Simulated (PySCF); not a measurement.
**Correlation energy of Au⁴⁹⁺ (gold, charge +49)**

Starting occupation: [Ar] 3d10 4s2. Computed with PySCF 2.14 in an uncontracted even-tempered set (18 s from 3 bohr⁻², ratio 2.6; 15 p from 3.9 bohr⁻², ratio 2.6; 10 d from 3.9 bohr⁻², ratio 2.6; 6 f from 4.1 bohr⁻², ratio 2.8), with X2C-1e with screened-nucleus spin-orbit coupling, Gaussian nucleus. Frozen: [Ar]; 12 electrons correlated; the 92 highest virtual spinors left out.

MP2 pair energies summed by pair of shells (mhartree):

```tsv
pair	energy	share (%)
3d3/2-3d5/2	-189.86	35.1
3d5/2-3d5/2	-134.07	24.8
4s1/2-4s1/2	-64.96	12.0
3d3/2-3d3/2	-57.87	10.7
3d5/2-4s1/2	-57.13	10.6
3d3/2-4s1/2	-36.76	6.8
```

Total MP2 correlation energy: -540.65 mhartree.

The virtual space was cut to 68 spinors, which keep -520.17 of the -540.65 mhartree of MP2 correlation.

```
  level  correlation energy (mhartree)
   CCSD                        -521.97
    (T)                          -0.62
CCSD(T)                        -522.59
```

Diagnostics: T1 = 0.00012, largest double amplitude 0.063.

Cost of the coupled-cluster step: 82 s of wall time on 1 thread of Intel(R) Xeon(R) Platinum 8488C (shared host), for 12 occupied and 68 virtual spinors.

Iterations:

```
Init t2, MP2 energy = -0.520167967504338
CCSD nocc = 12, nmo = 80
Init t2, MP2 energy = -0.520167967504338
Init E_corr(GCCSD) = -0.520167967504338
cycle = 1  E_corr(GCCSD) = -0.519439107051301  dE = 0.000728860453  norm(t1,t2) = 0.0112356
cycle = 2  E_corr(GCCSD) = -0.521282539711376  dE = -0.00184343266  norm(t1,t2) = 0.00350241
cycle = 3  E_corr(GCCSD) = -0.521976450105631  dE = -0.000693910394  norm(t1,t2) = 0.00112707
cycle = 4  E_corr(GCCSD) = -0.521973012812858  dE = 3.43729277e-06  norm(t1,t2) = 2.39998e-05
cycle = 5  E_corr(GCCSD) = -0.521972394016433  dE = 6.18796426e-07  norm(t1,t2) = 6.28957e-07
cycle = 6  E_corr(GCCSD) = -0.521972444467717  dE = -5.04512843e-08  norm(t1,t2) = 2.29924e-08
cycle = 7  E_corr(GCCSD) = -0.521972443896724  dE = 5.70992587e-10  norm(t1,t2) = 5.72484e-10
GCCSD converged
E(GCCSD) = -17274.2138748408  E_corr = -0.5219724438967244
```

The coupled-cluster values are those of the cut space; adding the MP2 remainder, -20.48 mhartree, estimates the full space.

At this charge the one-electron X2C treatment keeps the bare 1/r₁₂, with no two-electron picture change or Breit term. The effect here is smaller than on the frozen 1s shell.
